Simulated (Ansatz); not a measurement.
Z-matrix (Å, degrees):
```
C
Ge 1 1.946
H 1 1.091 2 110.3
H 1 1.090 2 109.8 3 120.1
H 1 1.090 2 110.2 3 -120.2
C 2 2.001 1 110.8 3 -177.1
H 2 1.535 1 112.7 3 64.5
H 2 1.537 1 111.6 3 -59.3
O 6 1.348 2 112.5 1 22.4
O 6 1.199 2 125.0 1 -158.4
H 9 0.972 6 106.9 2 178.8
```

Charge 0, multiplicity 1.

(1) List the B3LYP/def2-TZVPP orbital energies in eV (Ansatz). (An estimate is asked.)

Results:

(1) The calculation gave: Occupied: -10850.35, -1354.73, -1205.64, -1205.62, -1205.62, -522.02, -520.50, -280.31, -276.88, -169.27, -119.54, -119.51, -119.49, -33.11, -33.09, -33.07, -33.01, -33.01, -30.42, -28.02, -19.44, -17.74, -15.04, -13.49, -12.61, -12.46, -11.50, -11.38, -10.25, -9.42, -9.15, -9.05, -7.43. Lowest empty: -0.68, 0.38, 0.88, 1.09, 1.63, 2.24, 2.51, 2.70.

B3LYP here is the variant with VWN-RPA as its local correlation; programs differ in this.
